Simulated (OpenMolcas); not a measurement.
## Which level was it?

CH4F2OSi has 9 atoms, charge 0, and is taken as a singlet. SMILES: `C[Si](O)(F)F`. Geometry: relaxed at PBE0-D4/def2-TZVP. This is one conformer, not always the lowest.

```xyz
9

C    -1.1894    0.3389   -0.1622
Si    0.5801   -0.1307   -0.1925
O     1.0834   -0.4799    1.3080
F     0.8274   -1.3740   -1.1519
F     1.4719    1.0327   -0.8079
H    -1.7955   -0.4801    0.2296
H    -1.3421    1.2133    0.4733
H    -1.5401    0.5775   -1.1681
H     1.9927   -0.7439    1.4547
```

A calculation with OpenMolcas 26.06 gave:

- total energy: -599.8461 Eh
- dipole moment: 1.07 D
- HOMO energy: -13.72 eV
- LUMO energy: 5.77 eV
- HOMO–LUMO gap: 19.49 eV
- largest force: 1.526 eV/Å

Q: Which of these levels gave the numbers?
A. B3LYP/6-31G* (spherical functions)
B. B2PLYP/cc-pVDZ
C. B3LYP/6-31G* (Cartesian functions)
D. HF/3-21G

A: D. The others give -604.7230 Eh (B2PLYP/cc-pVDZ), -605.0961 Eh (B3LYP/6-31G* (spherical functions)), -605.1029 Eh (B3LYP/6-31G* (Cartesian functions)).
